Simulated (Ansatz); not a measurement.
The lowest singlet and triplet of AlCl (SMILES [Al][Cl]); geometries from B3LYP-D3(BJ)/def2-TZVP, each state relaxed from the structure named, with no frequency check.
Singlet (charge 0, multiplicity 1):
```xyz
2

Al     0.000     0.000    -1.224
Cl     0.000     0.000     0.936
```
Triplet (charge 0, multiplicity 3):
```
atom   x (Å)   y (Å)    z (Å)
----  ------  ------  -------
Al    0.0000  0.0000  -1.2044
Cl    0.0000  0.0000   0.9210
```

A positive gap puts the triplet lower; no zero-point energy. R- takes a restricted singlet. The triplet is unrestricted in single-reference levels. Active spaces average the two states.

Frozen-core correlation.

Codes used: Ansatz (Gaussian basis) for Hartree–Fock, density functionals and correlated methods. Each number belongs to the level named beside it.

R-PBE/def2-TZVPP gives -2.864 eV for the gap E(singlet) − E(triplet), adiabatic.

Predict the shift from PBE, with its sign, for: R-r2SCAN/def2-TZVPP, R-PBE0/def2-TZVPP, R-wB97M-V/def2-TZVPP, R-B2PLYP/def2-TZVPP, R-MP2/cc-pV(Q+d)Z, R-CCSD(T)/cc-pV(Q+d)Z, SC-NEVPT2 on SA-CASSCF(2,3)/cc-pV(Q+d)Z, FIC-MRCISD+Q on SA-CASSCF(2,3)/cc-pV(Q+d)Z.

R-r2SCAN/def2-TZVPP 0.252; R-PBE0/def2-TZVPP 0.065; R-wB97M-V/def2-TZVPP -0.482; R-B2PLYP/def2-TZVPP -0.148; R-MP2/cc-pV(Q+d)Z 0.067; R-CCSD(T)/cc-pV(Q+d)Z -0.094; SC-NEVPT2 on SA-CASSCF(2,3)/cc-pV(Q+d)Z -0.104; FIC-MRCISD+Q on SA-CASSCF(2,3)/cc-pV(Q+d)Z -0.092 eV. 3 of 8 lie above PBE; the widest gap is to R-wB97M-V/def2-TZVPP.

Measured: 1Σ+ below a 3Πr by 24658 cm-1 = 70.5 kcal/mol (between the minima) [Huber and Herzberg (1979), NIST Chemistry WebBook].

Ansatz is an electronic-structure program.
